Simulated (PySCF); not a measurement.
Radial density of Ar⁺ (argon, charge +1)

UHF, [Ne] 3s2 3p5, 2P determinant. All numbers are calculated (PySCF 2.14, no relativity, point nucleus, in def2-TZVP (5s5p2d1f, 37 functions)).

```csv
r (bohr),4πr²ρ (e/bohr),4πr²(ρα − ρβ)
0.00161,0.1179,0.0000
0.00271,0.3219,0.0000
0.00456,0.8494,0.0001
0.00766,2.153,0.0001
0.0129,5.044,0.0004
0.0217,10.43,0.0012
0.0365,17.45,0.0043
0.0613,20.86,0.0179
0.103,16.50,0.0665
0.174,15.53,0.1581
0.292,21.16,0.1454
0.491,11.70,-0.0086
0.826,4.323,0.3993
1.39,5.165,0.7422
2.34,1.369,0.1997
3.93,0.05768,0.0066
6.61,4.878e-05,0.0000
```

Problem. Where is the radial spin density 4πr²(ρα − ρβ) most negative, and why is it negative at all?

Solution. Around r = 0.491 bohr, down to -0.0086 e/bohr: exchange with the open shell polarises the paired shells in an unrestricted calculation.
